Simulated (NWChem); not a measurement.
# Basis-set convergence for F₃Ga

SMILES: [F][Ga]([F])[F]
```xyz
4

Ga     0.0000     0.0000     0.0000
F      0.0000     0.0000     1.7465
F     -1.5125     0.0000    -0.8732
F      1.5125     0.0000    -0.8732
```
Charge 0, spin multiplicity 1.

Program: NWChem. The geometry was optimised at PBE/def2-SVP, a minimum by its harmonic frequencies.

Quantity: LUMO energy at the level B3LYP.

The Hamiltonian is non-relativistic. B3LYP has NWChem's definition, with VWN1-RPA local correlation. The Pople sets run with spherical d functions. The structure started from a generated list of species.

| basis | functions | LUMO energy (eV) |
|---|---|---|
| 3-21G | 49 | -2.31 |
| def2-SVP | 74 | -2.82 |
| 6-31G* | 74 | -2.83 |
| 6-311G** | 98 | -3.03 |
| aug-pcseg-1 | 105 | -3.22 |
| aug-cc-pVDZ | 105 | -3.23 |
| def2-SVPD | 107 | -3.24 |
| def2-TZVPP | 141 | -3.00 |
| cc-pVQZ | 233 | -3.07 |
| def2-QZVP | 246 | -3.10 |

Smallest basis within 0.2 eV of def2-QZVP, the largest set run: 6-311G**, with 98 functions against 246 and about 7 % of the time (also within reach: aug-pcseg-1, aug-cc-pVDZ, def2-SVPD, def2-TZVPP, cc-pVQZ). def2-QZVP isn't the basis-set limit itself, and a small set can land close by cancellation.
